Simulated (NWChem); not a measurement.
C3H5, doublet; SMILES C=[C]C

```xyz
8

C      0.0875    -1.3531     0.0000
C     -0.3838    -0.1266    -0.0002
C      0.0672     1.2651    -0.0004
H     -0.5679    -2.2317    -0.0004
H      1.1724    -1.5526     0.0005
H      1.1729     1.3299     0.0033
H     -0.2985     1.8045    -0.8894
H     -0.3044     1.8069     0.8846
```
Atoms are numbered in this order, from 1.

Program: NWChem. Pople sets run with spherical d functions. Spin-unrestricted. All runs use the structure optimised with PBE0/def2-SVP, spin-unrestricted. No stability test was run on the SCF state. Level: M05-2X/6-31G* with SMD (1 M gas to 1 M solution), gas-phase geometry. Reactions with the solvent are ignored.

Problem. Estimate the computed values for solvent toluene. Quantities: solvation free energy (kcal/mol); cavity-dispersion-structure term (kcal/mol); dipole in solution (D).

Solution. The solvation free energy (kcal/mol) comes out as -2.5, the cavity-dispersion-structure term (kcal/mol) is -0.9 and the dipole in solution (D) comes out as 1.03.
